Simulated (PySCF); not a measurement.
Core-level binding energies of `CC#C/C=C/O[SiH3]`

Species: C5H8OSi.
Geometry (PBE0-D3(BJ)/def2-SVP, Å), atoms numbered from 1 in this order:
```
atom  x, y, z in Å
C1    -3.7253   -0.3876    0.7461
C2    -2.3042   -0.3697    0.4463
C3    -1.1129   -0.3495    0.2024
C4     0.2757   -0.3558   -0.0884
C5     1.0285    0.7622   -0.1178
O6     2.3412    0.8200   -0.3820
Si7    3.3843   -0.4634   -0.7073
H8    -4.3310   -0.1727   -0.1494
H9    -3.9803    0.3644    1.5096
H10   -4.0364   -1.3719    1.1306
H11    0.7404   -1.3285   -0.2968
H12    0.5930    1.7461    0.0831
H13    3.3904   -1.4206    0.4376
H14    4.7183    0.1635   -0.8864
H15    2.9574   -1.1732   -1.9486
```

The calculation used delta-SCF UKS SCAN, pcX-2 on the ionised atom, pcseg-1 elsewhere, spin-free X2C in PySCF 2.14.0. Vertical ΔSCF values, vacuum level as zero.

Question: What binding energy does each computed site have?

Answer: 
```json
{"atom(s)": "C1", "environment": "propargylic carbon", "level": "C 1s", "binding energy (eV)": "291.36", "2p1/2 (eV)": "–", "above the level's lowest (eV)": "+1.69", "count": "1"}
{"atom(s)": "C2", "environment": "alkyne carbon", "level": "C 1s", "binding energy (eV)": "289.67", "2p1/2 (eV)": "–", "above the level's lowest (eV)": "0.00", "count": "1"}
{"atom(s)": "C3", "environment": "alkyne carbon", "level": "C 1s", "binding energy (eV)": "289.89", "2p1/2 (eV)": "–", "above the level's lowest (eV)": "+0.22", "count": "1"}
{"atom(s)": "C4", "environment": "alkene CH carbon", "level": "C 1s", "binding energy (eV)": "290.57", "2p1/2 (eV)": "–", "above the level's lowest (eV)": "+0.90", "count": "1"}
{"atom(s)": "C5", "environment": "vinylic carbon bearing oxygen", "level": "C 1s", "binding energy (eV)": "291.77", "2p1/2 (eV)": "–", "above the level's lowest (eV)": "+2.10", "count": "1"}
{"atom(s)": "O6", "environment": "silyl ether oxygen", "level": "O 1s", "binding energy (eV)": "538.58", "2p1/2 (eV)": "–", "above the level's lowest (eV)": "0.00", "count": "1"}
{"atom(s)": "Si7", "environment": "oxygen-bound silicon", "level": "Si 2p3/2", "binding energy (eV)": "107.76", "2p1/2 (eV)": "108.38", "above the level's lowest (eV)": "0.00", "count": "1"}
{"atom(s)": "Si7", "environment": "oxygen-bound silicon", "level": "Si 1s", "binding energy (eV)": "1847.64", "2p1/2 (eV)": "–", "above the level's lowest (eV)": "0.00", "count": "1"}
```

The listed C 1s values span 2.10 eV, from C2 (bonded to C (triple bond) and C) to C5 (bonded to O, C (double bond) and H). The widest gap between neighbouring values is 0.79 eV, between 290.57 and 291.36 eV. Summing the Pauling electronegativity differences to the bonded atoms, each weighted by its formal bond order, gives 0.00 for the lowest site and +0.54 for the highest; no listed site has a larger sum than the highest. The smallest sum, -1.05, belongs to C1, 1.69 eV above the lowest.

Question: Which effective nuclear charge Zeff reproduces each element's mean 1s value in the hydrogen-like formula E = 13.606 eV × Zeff²?

Answer: C (Z = 6): mean 290.7 eV, Zeff = 4.62, Z − Zeff = 1.38; O (Z = 8): mean 538.6 eV, Zeff = 6.29, Z − Zeff = 1.71; Si (Z = 14): mean 1847.6 eV, Zeff = 11.65, Z − Zeff = 2.35. Means run over the listed sites, weighted by atom count.

The unrestricted hole states depart most from a pure doublet (⟨S²⟩ = 0.75; over 0.85 named) for C 1s of C3 (0.86) and C 1s of C5 (0.87), which makes these values less certain. Spin–orbit and ligand-field terms were added within each 2p shell after the spin-free SCF. 2p1/2 minus 2p3/2 (ligand field included): Si 0.63 eV. Isolated species at its PBE0-D3(BJ)/def2-SVP geometry (one conformer only).
